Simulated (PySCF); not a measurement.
## Ne³⁺ (neon, charge +3) across methods

[He] 2s2 2p3, high-spin 4S determinant. Computed with PySCF 2.14 in aug-cc-pwCVDZ, with the non-relativistic Hamiltonian (point nucleus).

| method | E (hartree) | mean ε 2s α (eV) | mean ε 2s β (eV) | mean ε 2p α (eV) | Σ⟨r²⟩ (bohr²) | ⟨S²⟩ |
| --- | --- | --- | --- | --- | --- | --- |
| wB97M-V | -124.2715 | -113.72 | -103.85 | -89.639 | 3.692 | 3.752 |
| LDA | -123.5016 | -105.69 | -97.681 | -83.638 | 3.717 | 3.751 |
| TPSS | -124.2844 | -107.45 | -98.253 | -84.063 | 3.692 | 3.751 |
| PBE | -124.1571 | -106.33 | -97.925 | -83.675 | 3.705 | 3.751 |
| PW91 | -124.2237 | -106.41 | -98.019 | -83.837 | 3.701 | 3.751 |
| r2SCAN | -124.2408 | -109.18 | -98.135 | -85.162 | 3.682 | 3.752 |
| M06-2X | -124.2580 | -115.24 | -104.01 | -90.788 | 3.683 | 3.751 |
| UHF | -124.05694 | -126.85 | -106.86 | -98.270 | 3.671 | 3.753 |

(1) Estimate the same row for PBE0.

Results:

(1) E (hartree) = -124.1815; mean ε 2s α (eV) = -111.65; mean ε 2s β (eV) = -100.65; mean ε 2p α (eV) = -87.504; Σ⟨r²⟩ (bohr²) = 3.692; ⟨S²⟩ = 3.751.
